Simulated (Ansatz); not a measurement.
```yaml
atoms:
  - { symbol: C, position_ang: [1.3418, 0.0120, -0.0054] }
  - { symbol: C, position_ang: [0.6773, 1.1575, 0.0066] }
  - { symbol: C, position_ang: [-0.7050, 1.1836, 0.0446] }
  - { symbol: C, position_ang: [-1.3602, -0.0397, 0.0062] }
  - { symbol: C, position_ang: [-0.7281, -1.2063, -0.0374] }
  - { symbol: C, position_ang: [0.7032, -1.1858, -0.0460] }
  - { symbol: H, position_ang: [1.2521, 2.1523, -0.0483] }
  - { symbol: H, position_ang: [-1.1924, 2.1631, -0.0013] }
  - { symbol: H, position_ang: [-2.4984, -0.0193, 0.0423] }
  - { symbol: H, position_ang: [-1.2256, -2.1132, -0.0332] }
  - { symbol: H, position_ang: [1.2488, -2.1837, -0.0336] }
```

Basis set: cc-pVDZ (spherical functions). Correlated methods keep 6 orbitals frozen. Charge 0, multiplicity 2.

Computed with Ansatz (development build ahead of 0.2.0); each method stands on the lowest determinant of its kind that the runs found.

Q: Give the atomization energy at this shape (free ground-state atoms in the same class of orbitals less the molecule, no zero-point energy) of doublet C₆H₅ by UHF-MP2, UHF.

A:

```json
{"method": "UHF-MP2", "atomization energy": "50.19 eV"}
{"method": "UHF", "atomization energy": "39.31 eV"}
```

Caution: the shape is not the minimum; the unrestricted determinant is spin contaminated.
